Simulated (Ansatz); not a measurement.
Species: C3H8O2Si, charge 0, multiplicity 1. 
Geometry from a B3LYP-D3(BJ)/def2-TZVP (Ansatz, a program for electronic structure) optimisation:
SMILES: [SiH](C)(C)OC=O
```xyz
14

C     -0.8197     1.8291    -0.0673
Si    -0.6109     0.1485     0.7038
C     -1.6202    -1.1749    -0.1283
O      1.0430    -0.2923     0.7050
C      1.7474    -0.4573    -0.4134
O      1.3232    -0.3216    -1.5300
H     -0.1737     2.5658     0.4140
H     -0.5785     1.7994    -1.1303
H     -1.8529     2.1676     0.0434
H     -0.8992     0.1959     2.1536
H     -1.3855    -1.2289    -1.1917
H     -1.4312    -2.1529     0.3183
H     -2.6860    -0.9585    -0.0200
H      2.7850    -0.7384    -0.1861
```

Basis-set convergence of Hartree-Fock and CCSD correlation energies (hartree) with Ansatz. Correlated levels leave the core frozen unless marked. Spin-orbit coupling is left out. No relativistic terms.

```
basis        functions       E(HF)  E(corr, CCSD)
-----------  ---------  ----------  -------------
cc-pV(D+d)Z        133  -557.02045       -0.93591
cc-pV(T+d)Z        301  -557.12098       -1.14052
cc-pV(Q+d)Z        579  -557.14427       -1.20764
```

Extrapolating the two largest sets (X = 3 and 4) as X^-3: E(corr) = (64·(-1.20764) - 27·(-1.14052))/37 = -1.2566 Eh, an estimate of the basis-set limit. The largest set recovers 96.1 % of it, the smallest 74.5 %.
